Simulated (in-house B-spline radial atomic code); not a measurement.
A run on the praseodymium ion Pr⁺ (an excited or competing configuration) that did not converge. Method: scalar-relativistic (X2C) wB97X, spin-polarised, spherical fractional occupations, Fermi nucleus of rms radius 4.8919 fm; computed with an all-electron radial atomic-structure program (B-spline basis).

Command:
```bash
python run_scf.py task.json out
```
Settings (nuclear radius in fm, mass in u):
```
Z                59
configuration    [Kr] 4d10 4f3 5s2 5p5 5f1 6s1
hamiltonian      x2c
method           wb97x
spin_polarised   True
nucleus          fermi
rms_radius       4.8919
atomic_mass      140.90766
speed_of_light   137.035999084
```

First and last ten iterations of the last attempt (damped for 15 steps, keeping 80 % of the old Fock matrix, then DIIS):
```
 iter        energy (Eh)    residual
    1       -9221.685913    4.96e-01
    2       -9225.531630    5.87e-01
    3       -9230.452816    3.65e-01
    4       -9232.971795    2.19e-01
    5       -9234.222658    1.36e-01
    6       -9234.808478    9.22e-02
    7       -9235.061879    6.42e-02
    8       -9235.168133    4.46e-02
    9       -9235.213197    3.10e-02
   10       -9235.232850    2.16e-02
  111       -9235.251571    3.08e-06
  112       -9235.251571    1.27e-05
  113       -9235.251571    2.49e-06
  114       -9235.251571    3.07e-06
  115       -9235.251571    4.11e-06
  116       -9235.251571    3.03e-06
  117       -9235.251571    3.03e-06
  118       -9235.251571    3.62e-06
  119       -9235.251571    3.63e-06
  120       -9235.251571    8.22e-06
 not converged after 120 iterations
```

The smallest residual met was 2.5e-06; the threshold is about 6e-07. Over the last five steps the energy moves by less than 1e-08 hartree, but the orbitals didn't meet the threshold. Cost of the run: 22 s on 1 thread of Intel(R) Xeon(R) 6975P-C, with other jobs on the host.
